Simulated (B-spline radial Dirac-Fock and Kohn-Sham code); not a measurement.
## Elastic scattering of 453 eV electrons by atomic terbium

The computed values come from an atomic code on a B-spline grid: relativistic (Dirac) partial waves in the static field of the Dirac-Fock atom with Furness-McCarthy exchange, without polarisation or absorption potentials.

Input file task.json (cfg lists n, l and occupation; rrms is the nuclear radius in fm):

```json
{"items": [{
  "Z": 65,
  "q": 0,
  "cfg": [[1, 0, 2], [2, 0, 2], [2, 1, 6], [3, 0, 2], [3, 1, 6], [3, 2, 10], [4, 0, 2], [4, 1, 6], [4, 2, 10], [4, 3, 9], [5, 0, 2], [5, 1, 6], [6, 0, 2]],
  "A": 159,
  "rrms": 5.06,
  "do": "elastic",
  "energies": [[453.0, 0]],
  "theta": [0, 0.5, 1, 2, 4, 8, 12, 16, 24, 32, 45, 60, 75, 90, 105, 120, 135, 150, 165, 180]
}]}
```

Run with: `python xray2_run.py task.json out`

```
θ (°)  dσ/dΩ (Å²/sr)  Sherman function
    0           72.5             0.000
  0.5           71.8             0.000
    1           70.0             0.000
    2           63.2             0.000
    4           43.5             0.000
    8           14.6            -0.001
   12           5.23            -0.002
   16           2.21            -0.002
   24          0.611             0.010
   32          0.382             0.025
   45          0.156             0.012
   60         0.0288            -0.147
   75          0.127             0.036
   90         0.0669             0.112
  105         0.0122            -0.287
  120          0.147            -0.077
  135          0.130            -0.056
  150        0.00731            -0.174
  165          0.178             0.001
  180          0.365             0.000
```

The total elastic cross section is 4.70 Å², the first transport cross section 1.21 Å² and the second, weighted with (3/2) sin²θ, 1.27 Å². The mean deflection is ⟨1 − cos θ⟩ = 0.257, and 11 % of the collisions scatter beyond 90°.

On this grid of angles the cross section has minima near 60°, 105°, 150°, from interference among the few low partial waves with large phase shifts.

Phase shifts modulo π (rad) for κ = −1 to −5: 1.139, -0.950, -0.040, 0.755, -1.122.
